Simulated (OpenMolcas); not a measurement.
**Ar²⁺: effect of the active space**

```json
{"Program": "OpenMolcas", "Method": "SS-CASPT2, IPEA 0.25 Eh, imaginary shift 0.1 Eh", "Basis": "ANO-L-VTZP", "Scalar Hamiltonian": "non-relativistic, point nucleus", "Spin-orbit coupling": "state interaction with AMFI integrals over the reference wave functions, term energies averaged over their components"}
```

A. 4 electrons in 3 orbitals (3p); 2S+1 = 3 even, 3 roots; 2S+1 = 1 even, 6 roots; closed shells correlated: 2s 2p 3s; CASPT2 step of the order of 1 core-seconds
B. 6 electrons in 4 orbitals (3s 3p); 2S+1 = 3 even, 3 roots; 2S+1 = 1 even, 6 roots; 2S+1 = 3 odd, 3 roots; 2S+1 = 1 odd, 3 roots; closed shells correlated: 2s 2p; CASPT2 step of the order of 2 core-seconds

Energies in cm-1 above 3s2 3p4 3P2, the measured ground level; measured values from Saloman, J. Phys. Chem. Ref. Data 39, 033101 (2010).

```csv
Level,A,B,Measured
3s2 3p4 3P2,0.0,0.0,0.0
3s2 3p4 3P1,1011,1011,1112
3s2 3p4 3P0,1444,1442,1570
3s2 3p4 1D2,14580,14620,14010
3s2 3p4 1S0,35310,33580,33266
```

Deviations, from unrounded energies. A percentage is the sum of absolute deviations over the sum of measured energies, with the sign that they share, or ± where signs differ.

```csv
Against measurement,Levels,A,B
mean absolute deviation (cm-1),4,710,290
fine structure of the ground term (%),2,-8.5,-8.5
other terms of the ground configuration (%),2,+5.5,+2.0
```

B lies closest to measurement on these levels. The largest miss of B in the table is 3s2 3p4 1D2, by +610 cm-1. The ranking rests on the paired levels alone, and a cruder setting can come out closer through cancelling errors.

Between A and B the level of the table that moves most is 3s2 3p4 1S0, by 1700 cm-1 (lowest in B, highest in A). Moves below CASPT2's spread within the term are not significant.

CASPT2 breaks the degeneracy within a term, and the mean is taken; among the terms shown or strongly mixed into the levels shown the widest spread is 170 cm-1 (3s2 3p4 1D, B). Over all roots computed the reference weight is 0.87 to 0.96 in B; the roots of lowest weight are the least certain, and an intruder state may touch them. With the s shell closed, the reference lacks s² → p² mixing (holds for A). Computed and measured levels are paired by configuration, term and J; levels that our copy of the source lacks, or whose pairing is in doubt (as where it misses far off the trend of its configuration), stay unpaired and out of the deviations. Levels of configurations outside the active space are missing. Levels that lie high or do not pair safely by name in every column are left out.
